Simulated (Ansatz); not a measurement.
All values below come from frozen-core CCSD(T)/def2-TZVPP // r2SCAN-D4/def2-TZVP (Ansatz, an electronic-structure program).

Ansatz 0.2 input:
```yaml
crystal:
  periodic: [false, false, false]
  atoms:
    - { symbol: C, position_ang: [-0.455599, 0.033199, 0.009785] }
    - { symbol: N, position_ang: [0.720204, -0.307623, -0.033261] }
    - { symbol: H, position_ang: [-1.259386, -0.717601, -0.029247] }
    - { symbol: H, position_ang: [-0.726533, 1.103123, 0.088667] }
    - { symbol: H, position_ang: [1.721313, -0.111099, -0.035944] }
basis:
  gaussian: { orbitals: def2-TZVPP }
correlation:
  method: ccsd_t
total_charge: 1
magnetization:
  spin_polarized: true
  initial_magnetization: 1
```

Output:

```
Functional definition: HF
614 factors; integrals over basis functions are off by at most 1.2e-3 eV
mean field evaluation 1: about -2547.0713 eV, gradient 2.8e1 eV
mean field evaluation 2: about -2547.0758 eV, gradient 2.8e1 eV
mean field evaluation 4: about -2550.9534 eV, gradient 3.8e0 eV
mean field evaluation 8: about -2551.2611 eV, gradient 4.0e-1 eV
mean field evaluation 16: about -2551.2768 eV, gradient 4.8e-6 eV
mean field evaluation 32: about -2550.7588 eV, gradient 8.1e0 eV
mean field evaluation 64: about -2548.2423 eV, gradient 4.4e-4 eV
mean field -2551.27683243 eV, -93.7576942743 hartree, gradient 4.8e-6 eV, S^2 0.839011; 2 other end points of the search recorded, 0 dependent functions left out
determinant -2551.27683243 eV, -93.7576942743 hartree, with singles and doubles -2560.59433097 eV, -94.1001060299 hartree
determinant -2548.24225442 eV, -93.6461755893 hartree, with singles and doubles -2557.10927361 eV, -93.9720325342 hartree
2 core orbitals not correlated
reference -2551.27683243 eV, -93.7576942743 hartree; 6, 5 occupied and 96, 97 virtual orbitals, 614 factors
second order -8.38758120 eV of doubles, -0.00000000 eV of singles
cycle   1  -9.19867366 eV  change   -8.0e-1 eV  update   2.0e-2
cycle   2  -9.22232329 eV  change   -2.4e-2 eV  update   5.3e-3
cycle   3  -9.22415791 eV  change   -1.8e-3 eV  update   2.5e-3
cycle   4  -9.22734582 eV  change   -3.2e-3 eV  update   1.2e-3
cycle   5  -9.22925086 eV  change   -1.9e-3 eV  update   6.0e-4
cycle   6  -9.23004721 eV  change   -8.0e-4 eV  update   2.0e-4
cycle   7  -9.23019199 eV  change   -1.4e-4 eV  update   5.4e-5
cycle   8  -9.23023888 eV  change   -4.7e-5 eV  update   2.1e-5
cycle   9  -9.23023855 eV  change    3.3e-7 eV  update   9.6e-6
perturbative correction -0.36709701 eV, -0.0134905662 hartree
Total energy: -2560.87416799 eV, -94.1103898506 hartree
```

Cost: about 16 core-seconds (a rough figure).
